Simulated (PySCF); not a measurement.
Computed Raman spectrum (relative Raman activity) of a molecule C4H4F2. The structure is a stationary point at PBE0-D3(BJ)/def2-SVP. Other conformers were not sampled. Method: PBE0-D3(BJ)/def2-SVP in PySCF. Harmonic, unscaled wavenumbers; measured fundamentals usually lie a few per cent lower.

```
ν (cm⁻¹)  relative intensity
--------  ------------------
592                      3.9
940                      3.5
1003                     3.4
1179                     8.0
1283                      10
1460                     5.0
1785                     100
3223                      22
3244                      68
```

Task: Which molecule gave these data?
A. F/C=C\C=C/F
B. FC1=C[C@@H](F)C1
C. C=C/C(F)=C/F
D. CC#CC(F)F

Result: A, F/C=C\C=C/F
